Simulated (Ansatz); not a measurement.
Reaction (ligand exchange at the Se–B bond): `[OH][AlH][BH][SeH]` + `OPO` → `OP(O)[SeH]` + `[BH2][AlH][OH]`

Program: Ansatz. Geometries: PBE0-D4/def2-TZVP. ΔE: electronic, gas phase. CBS: MP2 limit from def2 TZ/QZ plus the TZ coupled-cluster correction, frozen cores. Functionals use def2-TZVPP. B3LYP here is the variant with VWN-RPA as its local correlation; programs differ in this. HSE06 is defined as in plane-wave codes. For Se outer-core shells are correlated without core-valence functions, which leaves a few kJ/mol of doubt a bond. Scalar relativity is left out up to krypton. One conformer a species, not always the lowest.

CCSD(T)/CBS gives +21.0 kcal/mol.

Another level gave +18.6 kcal/mol. Which?
A. HSE06/def2-TZVPP
B. B3LYP-D4/def2-TZVPP
C. SCS-MP2/def2-TZVPP
D. RPA@PBE/def2-TZVPP

B. B3LYP-D4 18.6, HSE06 20.2, RPA@PBE/def2-TZVPP 22.8, SCS-MP2/def2-TZVPP 21.4 kcal/mol.

Largest T1 diagnostic among the species: 0.014.

In def2-TZVPP, CCSD(T) changes the Hartree–Fock value by +4.6 kcal/mol (the triples alone add +0.5 kcal/mol) and MP2 by +4.5 kcal/mol. At CCSD(T), def2-SVP lies +4.2 kcal/mol from the extrapolated value and def2-TZVPP +1.4 kcal/mol.
